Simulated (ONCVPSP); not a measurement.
An all-electron radial function and its pseudo partner (F)

Columns: radius, all-electron u(r) and pseudo u(r) of the 2s shell (level -29.90 eV) of fluorine in the configuration [He] 2s2 2p5; PBE, scalar-relativistic, ONCV scheme, ONCVPSP 4.0.1.

```tsv
r (bohr)	all-electron	pseudo
0.080	-0.4480	0.0917
0.160	-0.3192	0.1976
0.240	-0.0141	0.3227
0.320	0.3030	0.4679
0.400	0.5701	0.6232
0.480	0.7707	0.7697
0.560	0.9062	0.8946
0.640	0.9858	0.9833
0.720	1.0212	1.0211
0.800	1.0231	1.0230
0.880	1.0008	1.0008
0.960	0.9621	0.9620
1.040	0.9125	0.9125
1.120	0.8567	0.8567
1.200	0.7978	0.7978
1.280	0.7381	0.7381
1.360	0.6793	0.6793
1.440	0.6224	0.6224
1.520	0.5683	0.5683
1.600	0.5173	0.5173
1.680	0.4697	0.4697
1.760	0.4255	0.4255
1.840	0.3848	0.3848
1.920	0.3474	0.3474
2.000	0.3133	0.3133
2.080	0.2821	0.2821
```

How many radial nodes do the two functions have?

The all-electron 2s function has n − l − 1 = 1; the pseudo-wave has 0, since the states of the same l below it are removed with the core.

At about which radius was the pseudo-wave matched?

0.70 bohr, where the columns begin to agree (steps of 0.08 bohr).

Is the pseudo-wave norm-conserving?

Yes: the ONCV scheme keeps the norm inside the radius equal to the all-electron one, which fixes the energy derivative of the logarithmic derivative at the level.
